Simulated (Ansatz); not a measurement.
`F[CH]([SiH3])[GaH2]` + `OC[AsH2]` → `[GaH2][AsH2]` + `OCC(F)[SiH3]`  (redistribution)

Gas-phase electronic energies from Ansatz, PBE0-D4/def2-TZVP geometries. CBS: MP2 limit from def2 TZ/QZ plus the TZ coupled-cluster correction, frozen cores. For As, Ga outer-core shells are correlated without core-valence functions, which leaves a few kJ/mol of doubt a bond. Scalar relativity is left out up to krypton. One conformer a species, not always the lowest.

`F[CH]([SiH3])[GaH2]`:

```xyz
10

F     1.187   -1.509   -0.460
C     0.282   -0.686    0.232
Si   -1.124   -0.189   -0.928
Ga    1.212    0.868    1.056
H    -0.158   -1.284    1.044
H    -0.623    0.732   -1.983
H    -2.147    0.524   -0.116
H    -1.732   -1.379   -1.578
H     2.732    1.092    0.763
H     0.373    1.831    1.969
```

`OC[AsH2]`:

Cartesian coordinates in Å:
```
O -0.147 0.240 1.632
C -0.085 0.611 0.279
As -0.752 -0.850 -0.912
H 0.515 -0.437 1.796
H 0.920 0.921 -0.023
H -0.758 1.459 0.152
H 0.498 -1.710 -0.732
H -0.191 -0.233 -2.191
```

`[GaH2][AsH2]`:

```xyz
6

Ga   -0.129   -0.015   -1.020
As    0.911   -0.083    1.156
H    -0.587   -1.355   -1.697
H    -0.232    1.354   -1.781
H    -0.125   -1.051    1.705
H     0.162    1.149    1.636
```

`OCC(F)[SiH3]`:

Cartesian coordinates in Å:
```
O -0.341 -1.620 -0.867
C -0.829 -0.981 0.289
C -0.496 0.488 0.329
F -1.268 1.143 -0.647
Si 1.338 0.880 -0.021
H -0.754 -1.205 -1.630
H -0.360 -1.474 1.144
H -1.917 -1.106 0.385
H -0.797 0.899 1.301
H 1.660 0.642 -1.447
H 1.584 2.308 0.307
H 2.180 0.025 0.856
```

```
         level  ΔE (kcal/mol)
MP2/def2-TZVPP          -24.9
MP2/def2-QZVPP          -24.6
 MP2/CBS(def2)          -24.5
CCSD/CBS(def2)          -24.9
```

(1) What does CCSD(T)/CBS give? (Best estimate.)

Largest T1 diagnostic among the species: 0.013.

Answers

(1) The calculation gave: -24.5 kcal/mol. The listed levels differ from it by -0.4, -0.1, 0.0, -0.4 kcal/mol.

From PBE to PBE0 (25 % exact exchange), in def2-TZVPP and without D4, ΔE moves by −1.8 kcal/mol. In def2-TZVPP, CCSD(T) changes the Hartree–Fock value by +3.3 kcal/mol (the triples alone add +0.4 kcal/mol) and MP2 by +3.3 kcal/mol.
